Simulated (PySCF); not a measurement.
A structure optimised at PBE-D3(BJ)/def2-SVP, used in a PySCF frequency run:

```
O
C 1 1.4049
H 2 1.1127 1 110.31
H 2 1.1127 3 107.45 1 -120.29
H 2 1.1140 3 107.82 4 -115.98
Al 1 1.6997 2 138.02 3 120.72
Cl 6 2.1157 1 120.96 2 0.00
Se 6 2.3090 1 116.86 2 180.00
H 8 1.4861 6 90.02 1 180.00
```

Task: Write its SMILES, formula and point group.

Result: C[O][Al]([Cl])[SeH], CH4AlClOSe, Cs

Task: What are its rotational constants (standard atomic weights)?

Result: 2.3155, 1.0201, 0.71138 GHz
